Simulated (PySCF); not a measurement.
**A ladder of Hamiltonians for Co⁹⁺ (cobalt, charge +9)**

Occupied: 1s1/2, 2s1/2, 2p1/2, 2p3/2, 3s1/2, 3p1/2, 3p3/2. Hartree-Fock calculated with PySCF 2.14 in an uncontracted even-tempered set (22 s from 0.22 bohr⁻², ratio 2.3; 16 p from 0.27 bohr⁻², ratio 2.3), Gaussian nucleus throughout. NR is non-relativistic, sf-X2C the spin-free one-electron X2C Hamiltonian, X2C adds the bare one-electron spin-orbit term, X2C-SNSO screens it by Boettger's factors, DC is four-component Dirac-Coulomb, and the Gaunt and Breit terms are added at first order (total energies over the DC spinors, levels after relaxing the spinors in that mean field). QED terms are absent. Levels marked empty are virtual spinors of this ion; the basis has s and p functions only, so 3d, which can lie below the n = 4 levels, is absent.

| Hamiltonian | E (hartree) | E − E(DC) (hartree) | CPU seconds |
| --- | --- | --- | --- |
| NR | -1353.6411 | 10.8049 | 0.65 |
| sf-X2C | -1364.2252 | 0.2208 | 0.38 |
| X2C | -1364.2569 | 0.1890 | 0.6 |
| X2C-SNSO | -1364.2524 | 0.1936 | 0.6 |
| DC | -1364.4460 | 0.0000 | 19 |
| DC+Gaunt | -1363.8603 | 0.5856 | 36 |
| DC+Breit | -1363.9123 | 0.5337 | 110 |

```tsv
level (eV)	NR	sf-X2C	X2C	X2C-SNSO	DC	DC+Gaunt	DC+Breit
1s1/2	-7926.6	-8000.1	-8000.0	-8000.0	-8003.7	-7994.6	-7995.1
2s1/2	-1178.0	-1193.9	-1193.9	-1193.9	-1194.2	-1193.6	-1193.6
2p1/2	-1048.4	-1051.1	-1062.1	-1061.3	-1061.3	-1060.2	-1060.3
2p3/2	-1048.4	-1051.1	-1045.7	-1046.1	-1046.3	-1045.5	-1045.6
3s1/2	-320.21	-323.31	-323.30	-323.30	-323.36	-323.26	-323.27
3p1/2	-275.12	-275.74	-277.59	-277.45	-277.44	-277.27	-277.30
3p3/2	-275.12	-275.74	-274.83	-274.90	-274.93	-274.83	-274.85
4s1/2 (empty)	-117.65	-118.42	-118.42	-118.42	-118.43	-118.41	-118.41
4p1/2 (empty)	-105.34	-105.54	-105.95	-105.92	-105.92	-105.88	-105.89
4p3/2 (empty)	-105.34	-105.54	-105.34	-105.35	-105.36	-105.33	-105.34
```

```tsv
interval (eV)	X2C	X2C-SNSO	DC	DC+Gaunt	DC+Breit
2p3/2 − 2p1/2	16.48	15.25	15.05	14.69	14.69
3p3/2 − 3p1/2	2.753	2.546	2.510	2.448	2.448
4p3/2 − 4p1/2	0.6175	0.5713	0.5634	0.5493	0.5493
```

Weight of the small component: 1s1/2 0.00945, 2s1/2 0.00178, 2p1/2 0.00175, 2p3/2 0.00172, 3s1/2 0.000464, 3p1/2 0.000429, 3p3/2 0.000425, 4s1/2 0.000144, 4p1/2 0.000132, 4p3/2 0.000131.

Koopmans' value for the highest occupied level at DC+Breit: 274.85 eV, against an ionisation energy of 275.4 ± 0.4 eV (semi-empirical (NIST evaluation); NIST Atomic Spectra Database, ionization energies); the former lacks relaxation, correlation, QED and recoil.

The whole ladder took 170 s of wall time on 1 thread of Neoverse-V1 (shared host), launched as `OMP_NUM_THREADS=1 python relrun2.py TASK.json OUT` (a driver that calls PySCF for each Hamiltonian).

Dirac-Coulomb iterations, started from the X2C spinors:

```
with_ssss True, with_gaunt False, with_breit False
light speed = 137.03599967994
init E= -1363.61099927794
cycle= 1 E= -1364.44593296172  delta_E= -0.835  |g|= 0.175  |ddm|= 0.0196
cycle= 2 E= -1364.44595953576  delta_E= -2.66e-05  |g|= 0.00455  |ddm|= 0.0038
cycle= 3 E= -1364.44595987473  delta_E= -3.39e-07  |g|= 0.000555  |ddm|= 0.000712
cycle= 4 E= -1364.44595988057  delta_E= -5.84e-09  |g|= 4.6e-06  |ddm|= 8.57e-05
```
